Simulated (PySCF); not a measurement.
Compound: ortho-chlorotoluene, C7H7Cl.
Numbering: `[CH3:1][c:2]1[cH:3][cH:4][cH:5][cH:6][c:7]1[Cl:8]` (hydrogens: H9, H10, H11 on C1; H12 on C3; H13 on C4; H14 on C5; H15 on C6)

Geometry (PBE0-D3(BJ)/def2-SVP, Å), atoms numbered from 1 in this order:
```xyz
15
C7H7Cl angstrom
C     -2.2660   -0.1033   -0.0691
C     -0.7852    0.0920    0.0278
C      0.1061   -0.9799   -0.0966
C      1.4849   -0.8037   -0.0072
C      2.0090    0.4682    0.2116
C      1.1501    1.5563    0.3402
C     -0.2259    1.3598    0.2478
Cl    -1.2753    2.7353    0.4125
H     -2.7704    0.2290    0.8519
H     -2.5135   -1.1593   -0.2412
H     -2.6912    0.4943   -0.8907
H     -0.3024   -1.9794   -0.2685
H      2.1509   -1.6633   -0.1092
H      3.0885    0.6193    0.2836
H      1.5347    2.5629    0.5124
```

Level: wB97X-D/def2-SVPD in PySCF, non-relativistic, on one gas-phase PBE0-D3(BJ)/def2-SVP geometry that isn't relaxed in the solvent. The solvent is an IEF-PCM continuum (cavity from Bondi-type radii × 1.2), and excitations are vertical TDDFT with non-equilibrium linear response and a frozen core. Only the electrostatic response of the medium enters.

Gas-phase singlets (H = HOMO, L = LUMO):

```json
{"state": "S1", "E (eV)": "5.300", "λ (nm)": "234", "f": "0.003", "leading configuration": "H→L+1 35%"}
{"state": "S2", "E (eV)": "5.942", "λ (nm)": "209", "f": "0.044", "leading configuration": "H→L 46%"}
{"state": "S3", "E (eV)": "6.715", "λ (nm)": "185", "f": "0.000", "leading configuration": "H→L+2 74%"}
{"state": "S4", "E (eV)": "6.778", "λ (nm)": "183", "f": "0.501", "leading configuration": "H-1→L 55%"}
{"state": "S5", "E (eV)": "6.834", "λ (nm)": "181", "f": "0.652", "leading configuration": "H-1→L+1 67%"}
```

Task: Give the list for cyclohexane (ε = 2.017), n² = 2.04.

Result: 
```csv
state,E (eV),λ (nm),f,leading configuration,change by rank (eV)
S1,5.301,234,0.006,H→L+1 34%,+0.001
S2,5.908,210,0.065,H→L 48%,-0.034
S3,6.610,188,0.695,H-1→L 52%,-0.105
S4,6.660,186,0.787,H-1→L+1 69%,-0.118
S5,6.708,185,0.000,H→L+2 75%,-0.126
```

Task: Give the list for benzene (ε = 2.271), n² = 2.25.

Result: 
| state | E (eV) | λ (nm) | f | leading configuration | change by rank (eV) |
| --- | --- | --- | --- | --- | --- |
| S1 | 5.302 | 234 | 0.006 | H→L+1 34% | +0.002 |
| S2 | 5.904 | 210 | 0.069 | H→L 48% | -0.038 |
| S3 | 6.589 | 188 | 0.720 | H-1→L 52% | -0.126 |
| S4 | 6.638 | 187 | 0.804 | H-1→L+1 69% | -0.140 |
| S5 | 6.707 | 185 | 0.000 | H→L+2 75% | -0.127 |

Task: The ground-state energy changes by -0.057 eV from gas to benzene. By how much does the total energy of gas-phase S4 change?

Result: E(S4) = E(S0) + excitation energy, so it changes by -0.057 − 0.189 = -0.246 eV: it is lowered more than the ground state, which is what a red shift means. This is the vertical state, with the slow part of the continuum still set for S0.

Task: How do the frontier levels move from gas to benzene?

Result: 
| orbital | gas (eV) | solvent (eV) | change (eV) | Löwdin shares, gas | Löwdin shares, solvent |
| --- | --- | --- | --- | --- | --- |
| LUMO+2 | 2.27 | 2.28 | +0.01 | Cl8 48 %, C7 12 %, C5 7 %, H14 6 % | Cl8 57 %, C7 14 %, C5 4 % |
| LUMO+1 | 1.28 | 1.32 | +0.04 | C5 22 %, C2 21 %, C6 13 %, C3 12 % | C5 22 %, C2 21 %, C6 13 %, C3 13 % |
| LUMO | 1.17 | 1.19 | +0.02 | C7 20 %, C4 19 %, C3 16 %, C6 16 % | C7 20 %, C4 19 %, C6 15 %, C3 15 % |
| HOMO | -8.80 | -8.79 | +0.01 | Cl8 20 %, C7 20 %, C4 18 %, C2 13 % | C7 20 %, Cl8 19 %, C4 18 %, C2 14 % |
| HOMO-1 | -9.20 | -9.16 | +0.04 | C3 23 %, C6 23 %, C5 15 %, C2 13 % | C3 23 %, C6 23 %, C5 14 %, C2 13 % |
| HOMO-2 | -10.81 | -10.85 | -0.04 | Cl8 74 %, C7 8 %, C6 4 % | Cl8 73 %, C7 8 %, C6 4 % |
| HOMO-3 | -11.56 | -11.59 | -0.03 | Cl8 48 %, C4 14 %, C5 9 %, C3 9 % | Cl8 47 %, C4 14 %, C5 10 %, C3 10 % |

The HOMO–LUMO gap goes from 9.97 to 9.99 eV.

Cost: about 90 s of CPU time on one thread; the machine was shared, so the figure is rough. This is the whole response run at wB97X-D/def2-SVPD in benzene, SCF included.

Note: wB97X-D ran without an empirical dispersion term, which enters the total energy and its gradient alone.
